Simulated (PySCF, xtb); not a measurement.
CH3Te, SMILES C[Te] (connectivity only; charge and spin as stated), charge +1, multiplicity 1.

GFN2-xTB (xtb) at its own geometry gives an orbital gap of 0.45 eV.

Geometry: B3LYP-D3(BJ)/def2-TZVP. The multiplicity is an assumed one; other spin states were not compared. The isomer is the one that the SMILES or the coordinates give; other isomers of the formula were not compared. The def2 effective core potentials stand for the cores of Te; spin–orbit coupling is left out.

**Question.** What does PBE0/def2-TZVPD (PySCF) give? (The exact figures need the calculation; the answer reports its results.)

**Answer.** gap 1.27 eV (levels -12.98 and -11.71 eV).
